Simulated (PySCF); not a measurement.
SMILES OB(O)[SiH2][SiH2]B (H8B2O2Si2), singlet (GFN2-xTB optimised geometry):

```
14

B      2.001    -2.228    -0.195
Si     1.439    -0.392     0.000
Si    -0.915    -0.392     0.000
B     -1.704     1.409     0.000
O     -2.121     2.105     1.097
O     -1.798     2.045    -1.186
H      2.112    -2.935     0.733
H      2.155    -2.716    -1.248
H      1.857     0.303     1.239
H      1.876     0.566    -1.035
H     -1.383    -1.241    -1.108
H     -1.342    -1.169     1.190
H     -2.067     1.674     1.947
H     -2.155     2.935    -1.145
```

Calculation: PySCF with B3LYP/def2-TZVP.

Problem. What are the frontier orbital energies and the dipole moment?

Solution. HOMO-2 -8.81 eV, HOMO-1 -8.50 eV, HOMO -7.56 eV, LUMO -2.64 eV, LUMO+1 -0.44 eV; dipole moment 1.56 D.

On the same geometry PBE/def2-TZVP in PySCF gives HOMO-2 -7.67 eV, HOMO-1 -7.46 eV, HOMO -6.68 eV, LUMO -3.37 eV, LUMO+1 -1.18 eV; dipole moment 1.80 D.

Meta-Löwdin charges at B3LYP/def2-TZVP: B1 -0.19, Si2 0.27, Si3 0.24, B4 0.28, O5 -0.52, O6 -0.51, H7 0.03, H8 0.03, H9 -0.09, H10 -0.08, H11 -0.08, H12 -0.10, H13 0.36, H14 0.35.
